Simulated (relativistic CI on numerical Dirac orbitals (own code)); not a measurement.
Sensitivity of the levels of Sc¹⁸⁺ to α and to the nuclear radius

These numbers are calculated, not measured: Dirac-Coulomb-Breit CI, separate exchange-only KLI orbitals for each configuration, derivatives by finite differences, unscaled Slater integrals, QED left out (own radial code, finite nucleus).

CI space (outside the closed core 1s2): 2s, 2p, 3s, 3p, 3d. Levels of other configurations are missing.

With x = (α/α₀)² − 1 an excitation energy changes as ω = ω₀ + qx; K = 2q/ω₀ is the relative enhancement. Terms are leading LS components, so labels can repeat. The field-shift factor is F = δν/δ⟨r²⟩ for the transition from the lowest level.

Lowest level 2s 2S_1/2.

```csv
Level,ω₀ (cm⁻¹),q (cm⁻¹),F (GHz/fm²)
2p 2P°_1/2,309809,9977,-39
2p 2P°_3/2,360208,61030,-39.1
3s 2S_1/2,5845867,46150,-24.2
3p 2P°_1/2,5931784,48840,-35.5
3p 2P°_3/2,5946643,63900,-35.5
3d 2D_3/2,5978371,63410,-35.1
3d 2D_5/2,5983076,68130,-35.1
```

At this charge energies of transitions that change n are usually good to better than 1 %, and those within a shell (Δn = 0) to a few per cent.

Question: Which transition from the lowest level has the largest |K|?

Answer: 2p 2P°_3/2 at 360208 cm⁻¹, K = 0.339.
